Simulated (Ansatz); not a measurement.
Method: Ansatz (a quantum-chemistry and plane-wave program) with PBE-D3(BJ)/def2-SVP. No frequencies were computed at this level.

Ansatz 0.2 input:
```yaml
crystal:
  periodic: [false, false, false]
  atoms:
    - { symbol: B, position_ang: [2.006336, -0.469545, -0.063721] }
    - { symbol: C, position_ang: [0.502568, -0.365199, -0.025224] }
    - { symbol: O, position_ang: [-0.322293, -1.464971, -0.052999] }
    - { symbol: C, position_ang: [-1.578088, -1.04564, -0.009229] }
    - { symbol: C, position_ang: [-1.659411, 0.317072, 0.049536] }
    - { symbol: C, position_ang: [-0.320905, 0.763331, 0.039351] }
    - { symbol: O, position_ang: [0.063461, 2.04777, 0.085123] }
    - { symbol: H, position_ang: [2.522769, -1.51363, -0.119913] }
    - { symbol: H, position_ang: [2.646785, 0.512399, -0.037546] }
    - { symbol: H, position_ang: [-2.350176, -1.791605, -0.023841] }
    - { symbol: H, position_ang: [-2.539772, 0.922784, 0.093629] }
    - { symbol: H, position_ang: [1.028724, 2.087233, 0.064835] }
basis:
  gaussian: { orbitals: def2-svp }
hamiltonian:
  xc: pbe
  dispersion: d3bj
relax:
  max_steps: 150
```

Output:

```
Functional definition: PBE
1362 factors; their error is unknown
mean field evaluation 1: about -8973.5138 eV, gradient 5.6e1 eV
mean field evaluation 2: about -8968.8209 eV, gradient 7.3e1 eV
mean field evaluation 4: about -8981.2616 eV, gradient 8.5e0 eV
mean field evaluation 8: about -8981.4247 eV, gradient 1.2e-1 eV
mean field evaluation 16: about -8981.3570 eV, gradient 2.1e-3 eV
mean field -8981.35697544 eV, -330.0587810649 hartree, gradient 2.2e-5 eV, S^2 0.000000; 0 other end points of the search recorded, 0 dependent functions left out
reference -8981.35701067 eV, -330.0587823595 hartree; 25, 25 occupied and 98, 98 virtual orbitals, 1362 factors
relax step   1: F+E_penalty+E_count = -8981.62554090 eV  Δ(F+E_penalty+E_count) = +0.000e0 eV  max|allowed force component| = 1.489e0 eV/Å  Δτ_max = 0.0000 Å  (32 SCF iters, accepted)
these checks for a lower state are left out or cut short: starts, cluster_reference, orbital_swaps, neighbouring_geometries, increment
1362 factors; their error is unknown
mean field -8981.46918384 eV, -330.0629046478 hartree, gradient 2.7e-5 eV, S^2 0.000000; 0 other end points of the search recorded, 0 dependent functions left out
reference -8981.46921936 eV, -330.0629059531 hartree; 25, 25 occupied and 98, 98 virtual orbitals, 1362 factors
relax step   2: F+E_penalty+E_count = -8981.73780478 eV  Δ(F+E_penalty+E_count) = -1.123e-1 eV  max|allowed force component| = 6.495e-1 eV/Å  Δτ_max = 0.0433 Å  (34 SCF iters, accepted)
these checks for a lower state are left out or cut short: starts, cluster_reference, orbital_swaps, neighbouring_geometries, increment
1362 factors; their error is unknown
mean field evaluation 32: about -8981.4859 eV, gradient 1.3e-4 eV
mean field -8981.48591798 eV, -330.0635196159 hartree, gradient 9.8e-6 eV, S^2 0.000000; 0 other end points of the search recorded, 0 dependent functions left out
reference -8981.48595361 eV, -330.0635209253 hartree; 25, 25 occupied and 98, 98 virtual orbitals, 1362 factors
relax step   3: F+E_penalty+E_count = -8981.75476988 eV  Δ(F+E_penalty+E_count) = -1.697e-2 eV  max|allowed force component| = 1.065e-1 eV/Å  Δτ_max = 0.0283 Å  (35 SCF iters, accepted)
these checks for a lower state are left out or cut short: starts, cluster_reference, orbital_swaps, neighbouring_geometries, increment
1362 factors; their error is unknown
mean field -8981.48667539 eV, -330.0635474504 hartree, gradient 1.0e-5 eV, S^2 0.000000; 0 other end points of the search recorded, 0 dependent functions left out
reference -8981.48671102 eV, -330.0635487596 hartree; 25, 25 occupied and 98, 98 virtual orbitals, 1362 factors
relax step   4: F+E_penalty+E_count = -8981.75568067 eV  Δ(F+E_penalty+E_count) = -9.108e-4 eV  max|allowed force component| = 2.978e-2 eV/Å  Δτ_max = 0.0131 Å  (34 SCF iters, accepted)
these checks for a lower state are left out or cut short: starts, cluster_reference, orbital_swaps, neighbouring_geometries, increment
1362 factors; their error is unknown
mean field -8981.48712548 eV, -330.0635639906 hartree, gradient 9.9e-6 eV, S^2 0.000000; 0 other end points of the search recorded, 0 dependent functions left out
reference -8981.48716109 eV, -330.0635652992 hartree; 25, 25 occupied and 98, 98 virtual orbitals, 1362 factors
relax step   5: F+E_penalty+E_count = -8981.75626806 eV  Δ(F+E_penalty+E_count) = -5.874e-4 eV  max|allowed force component| = 2.251e-2 eV/Å  Δτ_max = 0.0168 Å  (34 SCF iters, accepted)
these checks for a lower state are left out or cut short: starts, cluster_reference, orbital_swaps, neighbouring_geometries, increment
1362 factors; their error is unknown
mean field -8981.48710562 eV, -330.0635632608 hartree, gradient 9.9e-6 eV, S^2 0.000000; 0 other end points of the search recorded, 0 dependent functions left out
reference -8981.48714122 eV, -330.0635645691 hartree; 25, 25 occupied and 98, 98 virtual orbitals, 1362 factors
relax step   6: F+E_penalty+E_count = -8981.75635742 eV  Δ(F+E_penalty+E_count) = -8.936e-5 eV  max|allowed force component| = 1.110e-2 eV/Å  Δτ_max = 0.0079 Å  (35 SCF iters, accepted)
these checks for a lower state are left out or cut short: starts, cluster_reference, orbital_swaps, neighbouring_geometries, increment
1362 factors; their error is unknown
mean field -8981.48711859 eV, -330.0635637375 hartree, gradient 7.8e-5 eV, S^2 0.000000; 0 other end points of the search recorded, 0 dependent functions left out
reference -8981.48715419 eV, -330.0635650458 hartree; 25, 25 occupied and 98, 98 virtual orbitals, 1362 factors
relax step   7: F+E_penalty+E_count = -8981.75636561 eV  Δ(F+E_penalty+E_count) = -8.193e-6 eV  max|allowed force component| = 1.508e-3 eV/Å  Δτ_max = 0.0015 Å  (22 SCF iters, accepted)
1362 factors; their error is unknown
mean field evaluation 64: about -8968.9560 eV, gradient 7.3e1 eV
mean field -8981.48711859 eV, -330.0635637375 hartree, gradient 7.8e-5 eV, S^2 0.000000; 1 other end points of the search recorded, 0 dependent functions left out
reference -8981.48715419 eV, -330.0635650458 hartree; 25, 25 occupied and 98, 98 virtual orbitals, 1362 factors
Total energy: -8981.75640122 eV, -330.0734596915 hartree
Atom 0 at     2.003747    -0.470451    -0.063811 Å, force     0.000298    -0.000946    -0.000065 eV/Å
Atom 1 at     0.513178    -0.380245    -0.027286 Å, force     0.000853     0.000515     0.000038 eV/Å
Atom 2 at    -0.341075    -1.491439    -0.055077 Å, force    -0.001236     0.000890     0.000118 eV/Å
Atom 3 at    -1.602377    -1.044063    -0.008520 Å, force     0.001152    -0.000811    -0.000086 eV/Å
Atom 4 at    -1.675670     0.335866     0.050978 Å, force    -0.001122    -0.000576    -0.000006 eV/Å
Atom 5 at    -0.318742     0.764367     0.039043 Å, force     0.001103    -0.000683    -0.000049 eV/Å
Atom 6 at     0.082612     2.039060     0.083659 Å, force    -0.000884    -0.000473     0.000015 eV/Å
Atom 7 at     2.611088    -1.518423    -0.121046 Å, force    -0.000330     0.000408    -0.000018 eV/Å
Atom 8 at     2.623931     0.586926    -0.033127 Å, force    -0.000500     0.000585     0.000046 eV/Å
Atom 9 at    -2.386805    -1.810974    -0.023409 Å, force    -0.000577     0.000189     0.000029 eV/Å
Atom 10 at    -2.574128     0.958831     0.096921 Å, force    -0.000266     0.000197    -0.000020 eV/Å
Atom 11 at     1.064237     2.030544     0.061676 Å, force     0.001508     0.000705    -0.000003 eV/Å
Dipole moment:    -0.355981     0.135708     0.013526 e Å
```

Cost: very roughly 40 core-seconds.
